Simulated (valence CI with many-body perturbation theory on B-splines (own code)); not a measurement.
## Basis-set convergence for Sc¹⁶⁺

Computed by configuration interaction combined with many-body perturbation theory (CI+MBPT): three valence electrons over a frozen Dirac-Fock core [He], a basis of 9 s, 9 p, 8 d, 6 f, 3 g, 1 h functions for each j, with the one-electron correlation potential Σ1 (screened to all orders), the two-electron term Σ2, the three-electron term Σ3, Breit, model QED; selected single and double excitations, second order for the rest, scaled by the run's own slope (own B-spline code, finite nucleus).

No measured levels were compared; by estimate levels of excited configurations hold to 0.05 to 0.15 % of their energy, terms of the ground configuration to about 0.5 %.

The reference run has the lowest level 2s²2p ²P°_1/2 and an ionisation energy of 1093.55 eV. Its largest variational space holds 10779 state functions.

Names give the largest LS component (configuration and term), which can be under half, so a name can repeat, a term be missing and a line seem to break the LS rules; names also repeat where a configuration has a term twice.

Changed runs:
A. basis 6 s, 6 p, 5 d, 3 f, 1 g
B. basis 5 s, 5 p, 4 d, 2 f

Excitation energies of the reference run in cm⁻¹, and shifts in cm⁻¹:

| Level | Reference | A | B |
| --- | --- | --- | --- |
| 2s²2p ²P°_3/2 | 45644 | -1.5 | -4.0 |
| 2s2p² ⁴P_1/2 | 288107 | -139 | -403 |
| 2s2p² ⁴P_3/2 | 306655 | -143 | -414 |
| 2s2p² ⁴P_5/2 | 329211 | -137 | -404 |
| 2s2p² ²D_3/2 | 516815 | +126 | +384 |
| 2s2p² ²D_5/2 | 520784 | +124 | +373 |
| 2s2p² ²S_1/2 | 632803 | +199 | +608 |
| 2s2p² ²P_1/2 | 682649 | +183 | +576 |
| 2s2p² ²P_3/2 | 695344 | +152 | +503 |
| 2p³ ⁴S°_3/2 | 896954 | -120 | -351 |
| 2p³ ²D°_3/2 | 1008250 | +121 | +356 |
| 2p³ ²D°_5/2 | 1015410 | +122 | +347 |
| Ionisation energy (eV) | 1093.55 | -0.017 | -0.06 |
